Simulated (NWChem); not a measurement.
# GaHSeCl₂; SMILES [Cl][Ga]([SeH])[Cl]

```xyz
5

Ga    -0.0048    -0.4320     0.0000
Cl     1.8095    -1.5961     0.0000
Cl    -1.8747    -1.5121     0.0000
Se     0.0870     1.8945     0.0000
H     -1.3932     1.9751     0.0000
```
Atoms are numbered in this order, from 1.

Level: B3LYP/6-31G* (spherical d) (NWChem), optimised geometry, unscaled harmonic frequencies. This build's default masses of Se (78.918 u) and Br (79.917 u) are each other's, which moves their modes by up to 0.6 %. B3LYP is NWChem's, with the RPA form of VWN correlation.

```csv
frequency (cm⁻¹),IR intensity (km/mol)
89,3.2
118,7.0
120,7.2
241,7.3
268,4.1
406,71.4
432,88.7
658,0.6
2406,11.4
```

- zero-point energy: 6.8 kcal/mol
- thermal correction to the enthalpy at 298.15 K (with zero-point energy): 11.5 kcal/mol
- heat capacity Cv: 19.1 cal/(mol K)
- entropy at 298.15 K and 1 atm (symmetry number 1): 87.2 cal/(mol K)
- dipole moment: 1.96 D

Rigid rotor and harmonic oscillator; modes under 100 cm⁻¹ make the entropy uncertain.
